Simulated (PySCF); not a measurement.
C2H5AlBrN, SMILES C=[CH][Al]([NH2])[Br]. Atoms are numbered in the order given.

```xyz
10

Al     0.6356     0.0923    -0.0439
Br    -1.5463     0.0912     0.5304
C      1.2551    -0.9105    -1.5784
C      2.5508    -0.9305    -1.9284
H      0.5638    -1.4916    -2.2047
H      2.9222    -1.4938    -2.7951
H      3.3185    -0.3823    -1.3656
N      1.7240     1.0431     0.9703
H      1.4250     1.5756     1.7808
H      2.7250     1.1431     0.8399
```
Charge 0, spin multiplicity 1.

Geometry optimised at ωB97X-D3(BJ)/def2-SVP. The structure was generated by enumeration; whether it is a known compound was not checked. The values are those of a single conformer.

The numbers are results of PBE/pcSseg-1 in PySCF, not measurements.

GIAO shieldings, no solvent; atoms listed in one row are averaged. δ = σ(ref) − σ: ¹³C against TMS (σ = 182.0 ppm); ¹H against TMS (σ = 31.49 ppm); ¹⁵N against NH3 (σ = 267.0 ppm), references at their B3LYP-D3(BJ)/def2-TZVP geometries, non-relativistic (without spin–orbit terms, shifts of atoms bonded to Cl or Br come out too high).

### Question
Estimate the chemical shifts. (Estimate from the structure and the level; the computed values follow.)

### Answer

| nucleus | atoms | count | δ (ppm) |
|---|---|---|---|
| ¹³C | C4 | 1 | 151.3 |
| ¹³C | C3 | 1 | 146.2 |
| ¹H | H6 | 1 | 6.96 |
| ¹H | H5 | 1 | 6.56 |
| ¹H | H7 | 1 | 6.55 |
| ¹H | H10 | 1 | 1.68 |
| ¹H | H9 | 1 | 1.56 |
| ¹⁵N | N8 | 1 | 40.6 |
